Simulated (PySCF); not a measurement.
## `C#C[C@@H](C)C(C=C)C=C`, C$_{9}$H$_{12}$

Cartesian coordinates in Å; atom numbers follow the order of the lines, from 1:
```xyz
21

C    -1.855    0.035    2.370
C    -1.413   -0.352    1.328
C    -0.889   -0.809    0.054
C    -1.897   -0.517   -1.061
C     0.480   -0.149   -0.256
C     0.354    1.346   -0.293
C     0.685    2.094   -1.328
C     1.484   -0.530    0.793
C     2.601   -1.188    0.549
H    -2.242    0.367    3.288
H    -0.729   -1.893    0.122
H    -2.065    0.554   -1.144
H    -2.846   -1.004   -0.848
H    -1.521   -0.884   -2.014
H     0.819   -0.511   -1.232
H    -0.033    1.793    0.613
H     1.072    1.667   -2.240
H     0.586    3.166   -1.312
H     1.232   -0.224    1.800
H     3.295   -1.443    1.331
H     2.872   -1.502   -0.447
```

Computed with GIAO BHandHLYP/pcSseg-1 magnetisability, rotational g tensor and spin-rotation constants, non-relativistic, gas phase in PySCF. Geometry: GFN2-xTB.

Task: Give the nuclear spin-rotation constants along the inertial axes (H = +C I·J) beside the isotropic shieldings.

Result: Rotational constants 1.7570, 1.3366, 1.0424 GHz. A star marks the isotopologue with that one atom substituted, in its own axes.
| atom | isotope | Caa (kHz) | Cbb (kHz) | Ccc (kHz) | mean (kHz) | σ (ppm) |
| --- | --- | --- | --- | --- | --- | --- |
| H10 | 1H | -0.122 | -0.136 | -0.046 | -0.101 | 30.2 |
| H11 | 1H | -0.184 | -0.053 | -0.039 | -0.092 | 29.5 |
| H12 | 1H | -0.201 | -0.041 | -0.051 | -0.098 | 30.4 |
| H13 | 1H | 0.018 | -0.144 | -0.102 | -0.076 | 30.5 |
| H14 | 1H | -0.129 | -0.131 | -0.036 | -0.099 | 31.0 |
| H15 | 1H | -0.137 | -0.123 | -0.012 | -0.091 | 29.6 |
| H16 | 1H | -0.096 | -0.126 | 0.044 | -0.060 | 25.5 |
| H17 | 1H | -0.099 | -0.120 | 0.019 | -0.067 | 26.6 |
| H18 | 1H | -0.195 | -0.041 | 0.014 | -0.074 | 26.6 |
| H19 | 1H | -0.127 | -0.070 | 0.020 | -0.059 | 25.3 |
| H20 | 1H | -0.143 | 0.047 | -0.087 | -0.061 | 26.8 |
| H21 | 1H | -0.113 | -0.095 | 0.007 | -0.067 | 26.6 |
| C1 | 13C* | 0.414 | 0.392 | 0.178 | 0.328 | 108.0 |
| C2 | 13C* | 0.452 | 0.461 | 0.168 | 0.360 | 95.1 |
| C3 | 13C* | 0.274 | 0.228 | 0.170 | 0.224 | 154.5 |
| C4 | 13C* | 0.264 | 0.194 | 0.159 | 0.206 | 163.6 |
| C5 | 13C* | 0.371 | 0.272 | 0.210 | 0.284 | 127.4 |
| C6 | 13C* | 0.416 | 0.413 | 0.501 | 0.443 | 37.8 |
| C7 | 13C* | 0.377 | 0.355 | 0.439 | 0.390 | 63.4 |
| C8 | 13C* | 0.500 | 0.521 | 0.381 | 0.467 | 34.4 |
| C9 | 13C* | 0.421 | 0.461 | 0.313 | 0.398 | 66.9 |

For the geometry as given, no vibrational averaging.
